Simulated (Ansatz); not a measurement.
C₂H₅BN₂, SMILES C1B(N)CN=1. Atoms are numbered in the order given.

```xyz
10

N      1.8843    -0.1683    -0.2481
B      0.5191    -0.0298    -0.0699
C     -0.5267     1.1018     0.2364
N     -1.5406     0.3001     0.2204
C     -0.7827    -0.9615    -0.0748
H      2.3251    -1.0578    -0.4450
H      2.5299     0.6090    -0.1934
H     -0.6406     2.1796     0.4272
H     -1.1138    -1.4223    -1.0207
H     -0.9142    -1.7107     0.7239
```

Coordinates come from a PBE0-D3(BJ)/def2-SVP optimisation. The structure was generated by enumeration, and PubChem lists no compound with its InChIKey, so it may never have been made. One conformer was computed; it need not be the lowest.

Two levels are set side by side: PBE-D3(BJ)/def2-SVP (Ansatz, an electronic-structure program) and PBE0-D3(BJ)/def2-SVP (Ansatz). Each level has its own optimised geometry; the coordinates shown are those of the second. Differences are taken from unrounded values.

```tsv
quantity	PBE0-D3(BJ)	PBE-D3(BJ)	PBE-D3(BJ) minus PBE0-D3(BJ)
mean bond length (Å)	1.268	1.278	0.010
bond N1–B2 (Å)	1.384	1.392	0.008
bond B2–C3 (Å)	1.571	1.574	0.003
bond B2–C5 (Å)	1.601	1.607	0.006
bond C3–N4 (Å)	1.293	1.308	0.016
bond N4–C5 (Å)	1.501	1.520	0.019
bond N1–H6 (Å)	1.012	1.021	0.009
bond N1–H7 (Å)	1.012	1.021	0.009
bond C3–H8 (Å)	1.100	1.110	0.009
bond C5–H9 (Å)	1.103	1.111	0.008
bond C5–H10 (Å)	1.103	1.111	0.008
```

Exact exchange shortens and stiffens bonds; PBE has none. Differences between two approximate levels are no errors against the true value.
